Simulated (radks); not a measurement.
Problem. Method: scalar-relativistic Kohn-Sham, r2SCAN, spin-polarised, spherical densities, finite nucleus; open shells are filled with parallel spins first (spin-orbit coupling, left out, can overturn this in heavy ions); meta-GGA in the generalised Kohn-Sham scheme; Fermi nuclear charge, rms radius of each element as measured or else 0.836 A^(1/3) + 0.57 fm; computed with a radial shooting solver on a logarithmic mesh with Libxc functionals. Each species is in its NIST ground configuration. Rank Au, Lu, Hg, W, Ta, Os, Pt, Hf, Re, Ir by mean radius of the outermost orbital (bohr), largest first.

Solution. Lu 3.76, Hf 3.63, Ta 3.53, W 3.45, Re 3.38, Os 3.16, Ir 3.00, Pt 2.86, Au 2.81, Hg 2.67.
